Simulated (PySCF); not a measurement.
Spinor energies of Pr⁴⁹⁺ (praseodymium, charge +49)

Start: [Ne]. Calculated with PySCF 2.14 in an even-tempered Gaussian basis (17 s from 6.8 bohr⁻², ratio 2.6; 13 p from 8.9 bohr⁻², ratio 2.6; 6 d from 9.1 bohr⁻², ratio 2.8; 3 f from 200 bohr⁻², ratio 2.8): generalised Hartree-Fock with the X2C-1e Hamiltonian and a Gaussian nucleus; spin-orbit coupling (SO) screened by Boettger's factors.

```
spinor shell  electrons  ε, screened SO (eV)  weight of nominal j (screened SO)  rms radius, screened SO (bohr)
       1s1/2          2             -45778.0                              1.000                          0.0275
       2s1/2          2             -10235.9                              1.000                           0.109
       2p1/2          2              -9893.6                              1.000                          0.0935
       2p3/2          4              -9388.8                              1.000                          0.0990
```

```tsv
quantity	screened SO
E (hartree)	-6739.07242
M_J	0
⟨J²⟩	0.000
⟨L²⟩	0.012
⟨S²⟩	0.012
```

Breit and QED terms are absent; they matter most for the inner s and p1/2 levels.

Densities and radii are taken from the X2C orbitals without a picture-change correction, which distorts them close to the nucleus.
